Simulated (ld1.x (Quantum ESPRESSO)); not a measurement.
# Before and after: PAW potential for aluminium

aluminium (Al), PAW, made with ld1.x (Quantum ESPRESSO) 7.5 (LDA (PZ), non-relativistic). Core [Ne], reference 3s2 3p0 (charge +1). Waves: 3s (bound): rcut 1.45, rcutus 1.90 bohr; 3s channel at 2.6 Ry: rcut 1.45, rcutus 1.90 bohr; 3p (bound, empty): rcut 2.35, rcutus 2.65 bohr; 3p channel at -0.25 Ry: rcut 2.35, rcutus 2.65 bohr; 3d channel at 0.5 Ry: rcut 2.30, rcutus 2.75 bohr. Local part: all-electron potential smoothed inside 2.15 bohr (lloc = -1). Core correction: a·sin(br)/r model core, default radius (ld1.x builds one for every PAW set, though the input has nlcc=.false.). Augmentation charge: PSQ, radius 1.35 bohr.

All-electron outer shells of the reference configuration (LDA (PZ), non-relativistic, ld1.x):

| shell | level (eV) | outermost node (bohr) | outermost maximum (bohr) |
| --- | --- | --- | --- |
| 3s | -14.90 | 0.80 | 2.01 |
| 3p | -9.17 | 0.81 | 2.39 |

Change: all radii but the core radius scaled by about 0.91 (s 1.72, p 2.40, d 2.50 bohr, rcut 1.32/2.14/2.08); local potential all-electron potential smoothed inside 1.94 bohr (lloc = -1); augmentation PSQ, radius 1.22 bohr.

Cutoffs: the cutoffs (Ry, on a coarse ladder) from which the occupation-weighted sum of valence levels, in a spherical-Bessel basis at the reference potential, stays within 10 and 1 mRy of its value at 400 Ry; they do not see the model core or the augmentation charge, which bear on the density cutoff. Errors are all-electron minus pseudo energies relative to the spin-unpolarised reference configuration.

**Question.** How do hardness, ghosts and transferability respond?

**Answer.** The potential gets harder (8 Ry and 12 Ry → 10 Ry and 15 Ry); of the 9 tests that both files solve, the error grows in 0 and shrinks in 3 by more than 15 % and 0.3 meV (median size 0.8 → 0.5 meV); neither file shows a bound ghost. A smaller radius makes the pseudo-wave follow the all-electron one further in, where it bends more sharply, so more plane waves are needed. Less of the atom is replaced, so other configurations are described better.

| quantity | base | changed |
| --- | --- | --- |
| cutoff, loose | 8 Ry | 10 Ry |
| cutoff, tight | 12 Ry | 15 Ry |
| bound ghosts | none | none |
| error for 3s2 3p1, meV [ΔE -5.86 eV] | -0.7 | -0.5 |
| error for 3s1 3p0, meV [ΔE 19.34 eV] | -15 | -12 |
| error for 3s2 3p0.5, meV [ΔE -3.73 eV] | -0.3 | -0.2 |
| error for 3s1 3p1, meV [ΔE 5.78 eV] | -1.2 | -1.0 |
| error for 3s1 3p2, meV [ΔE -0.73 eV] | 0.0 | +0.1 |
| error for 3s0 3p3, meV [ΔE 4.58 eV] | -0.6 | -0.3 |
| error for 3s2 3p1.3, meV [ΔE -6.46 eV] | -0.8 | -0.5 |
| error for 3s2 3p1 (spin-polarised), meV [ΔE -5.99 eV] | -0.8 | -0.5 |
| error for 3s1 3p0 (spin-polarised), meV [ΔE 18.92 eV] | -19 | -19 |
| lowest overlap eigenvalue by channel | s 0.52, p 0.85, d 1.00 | s 0.52, p 0.81, d 1.00 |
